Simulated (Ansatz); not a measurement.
A nudged elastic band was laid between two geometries of ClH + GeH4 (7 atoms, charge 0, multiplicity 1).

Theory: Ansatz 0.2.0, RKS PBE0/def2-SVP.

```yaml
movable_images: 9
climbing_image: yes
spring: 50.0 eV/Å²
optimiser: quadratic models (default)
start_path: through a guess of the saddle point
force_threshold: 0.03 eV/Å
iteration_limit: 60
end_points: relaxed
```

Initial state:

```xyz
7
Properties=species:S:1:pos:R:3
Ge 0.362 0.000 -0.156
H 0.387 0.000 1.384
H 1.811 0.000 -0.670
H -0.362 1.259 -0.654
H -0.362 -1.259 -0.654
Cl -3.092 0.000 1.501
H -2.115 0.000 2.337
```

Final state:

```xyz
7
Properties=species:S:1:pos:R:3
Ge -0.375 0.000 -0.777
H -0.156 0.000 3.545
H 0.813 0.000 0.194
H -0.406 1.269 -1.639
H -0.406 -1.269 -1.639
Cl -2.179 0.000 0.429
H -0.661 0.000 2.974
```

What changes between the two ends?

Bonds broken: Ge1–H2, Cl6–H7. Bonds formed: Ge1–Cl6, H2–H7. ClH + GeH4 becomes ClGeH3 + H2.

Give the energies along the band, and the barrier.

It converged. The highest image is number 4 of 0 to 10, 1.76 eV above the first end and 2.18 eV above the last; the last end lies 0.41 eV below the first. Another band between the same ends (9 images) ends at a top of the same energy, where a vibrational analysis finds 2 clearly imaginary modes. The orbitals stay closed-shell, which can raise the energy where a bond breaks towards radicals; this wasn't checked here.

```
image  path coordinate (Å)  energy (eV)  Ge1–H2 (Å)  Cl6–H7 (Å)  Ge1–Cl6 (Å)
    0                 0.00         0.00        1.54        1.29         3.83
    1                 0.55         0.01        1.54        1.29         3.74
    2                 1.10         0.12        1.55        1.30         3.33
    3                 1.65         0.77        1.62        1.37         2.88
    4                 2.20         1.76        1.84        1.75         2.59
    5                 2.71         1.12        2.16        2.02         2.34
    6                 3.22         0.33        2.53        2.21         2.22
    7                 3.73        -0.16        2.92        2.40         2.18
    8                 4.25        -0.36        3.39        2.64         2.17
    9                 4.76        -0.41        3.89        2.87         2.17
   10                 5.27        -0.41        4.33        2.96         2.17
```

What is the geometry of the highest image?


```xyz
7
Properties=species:S:1:pos:R:3
Ge -0.197 0.000 -0.089
H 0.042 0.000 1.736
H 1.356 0.000 0.013
H -0.610 1.330 -0.716
H -0.610 -1.330 -0.716
Cl -2.494 0.000 1.118
H -0.858 0.000 1.743
```

The run took 4.3 min on 1 thread of Arm Neoverse V1, with other jobs on the host, peak memory 0.17 GiB.
